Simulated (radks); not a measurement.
These are the eigenvalues of the occupied orbitals of an atom or ion with whole-number occupations (eV). Method: scalar-relativistic Kohn-Sham, PBEsol, spin-polarised, spherical densities, finite nucleus; Fermi nuclear charge, rms radius of each element as measured or else 0.836 A^(1/3) + 0.57 fm; computed with a radial shooting solver on a logarithmic mesh with Libxc functionals.

orbital  eigenvalue
1s up     -69451.50
1s down   -69451.49
2s up     -11994.24
2s down   -11994.07
2p up     -10494.47
2p down   -10494.33
3s up     -2767.623
3s down   -2767.565
3p up     -2323.291
3p down   -2323.226
3d up     -1811.189
3d down   -1811.073
4s up     -576.2995
4s down   -576.1433
4p up     -430.4750
4p down   -430.3241
4d up     -245.4651
4d down   -245.2807
5s up      -86.9610
5s down    -85.3481
5p up      -51.3980
5p down    -49.1942
4f up      -40.5372
4f down    -40.1404
6s up      -13.0681
5d up      -12.7810

Which element is it, and in what charge state? The configuration may be excited. Open shells, if any, are filled with parallel spins first.

Answer. Z = 74, tungsten, charge +1: W+ in [Xe] 4f14 5d4 6s1. The list shows which subshells hold electrons but not how many an open one holds; the 1s level, -2552.3 hartree, gives Z - s = 71.4 by -(Z - s)^2/2, which with screening and relativity narrows Z to a few neighbours, and the depths of the outer levels then fix element, charge and occupations together.
